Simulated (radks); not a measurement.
The numbers below are computed, except where a source is named.
Task: Species: Rh0.9+. Configuration: [Kr] 4d8 5s0.1 (fractional occupations, a model configuration). Level of theory: Dirac Kohn-Sham, LDA (Slater exchange, Perdew-Wang correlation), spin-unpolarised, spherical densities, finite nucleus; open shells are shared between the two j in proportion to 2j + 1; Fermi nuclear charge, rms radius 4.4945 fm (a radial shooting solver on a logarithmic mesh with Libxc functionals). Some entries of the table are withheld. Estimate them.

orbital  occ.  eigenvalue (hartree)  r(max) (bohr)  <1/r> (bohr^-1)
1s1/2       2             -845.3257        0.02120            47.00
2s1/2       2             -122.7690         0.1200            10.78
2p1/2       2             -113.7638        0.09294            10.76
2p3/2       4             -108.4576        0.09703            10.17
3s1/2       2             -22.12715         0.3521              (1)
3p1/2       2             -18.59823         0.3384              (2)
3p3/2       4             -17.68504         0.3482              (3)
3d3/2       4             -11.41072         0.2893            3.329
3d5/2       6             -11.23043         0.2921            3.292
4s1/2       2              -3.28635         0.8804            1.412
4p1/2       2                   (4)         0.9261            1.289
4p3/2       4                   (5)         0.9515            1.242
4d3/2     3.2                   (6)            (7)           0.8849
4d5/2     4.8                   (8)            (9)           0.8718
5s1/2     0.1              -0.38320          2.511           0.4328

Result: 
(1) 3s1/2 <1/r> (bohr^-1): 3.737
(2) 3p1/2 <1/r> (bohr^-1): 3.644
(3) 3p3/2 <1/r> (bohr^-1): 3.499
(4) 4p1/2 eigenvalue (hartree): -2.21135
(5) 4p3/2 eigenvalue (hartree): -2.06615
(6) 4d3/2 eigenvalue (hartree): -0.48773
(7) 4d3/2 r(max) (bohr): 1.141
(8) 4d5/2 eigenvalue (hartree): -0.47288
(9) 4d5/2 r(max) (bohr): 1.153
